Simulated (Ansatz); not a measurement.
The cluster Cs4H3. The state is a doublet with charge 0. Geometry PBE0-D4/def2-TZVP, basis def2-TZVP, Ansatz.

```xyz
7

Cs    0.333   -0.226   -0.696
Cs    2.811   -1.915   -5.888
Cs   -0.117    3.298    1.918
Cs   -2.063   -1.814    2.649
H    -0.963   -2.557    0.348
H     0.980    2.547   -0.382
H    -0.979    0.667    2.051
```

| run | HOMO (eV) | LUMO (eV) |
| --- | --- | --- |
| A | -2.25 | -1.37 |
| B | -2.23 | -1.24 |
| C | -2.38 | -1.20 |
| D | -2.57 | -1.08 |
| E | -2.20 | -1.60 |

In the def2 sets Cs takes a core potential; there is no spin–orbit coupling. HSE06 is defined as in plane-wave codes, on full-range PBE exchange. Another isomer (doublet) lies 0.54 eV lower at PBE0-D4/def2-TZVP; other spin states weren't run for this one.

HOMO and LUMO are taken over both spins.

Task: The runs used HSE06, PBE, PBE0, r2SCAN, r2SCANh. Estimate which is which.

Result: A HSE06 (range-separated); B r2SCAN (0 % exact exchange); C r2SCANh (10 % exact exchange); D PBE0 (25 % exact exchange); E PBE (0 % exact exchange). Exact exchange lowers occupied and raises empty levels; among semilocal functionals meta-GGAs tend to open the gap a little, and such runs are hard to tell apart. The gap grows from 0.60 eV (PBE) to 1.49 eV (PBE0).
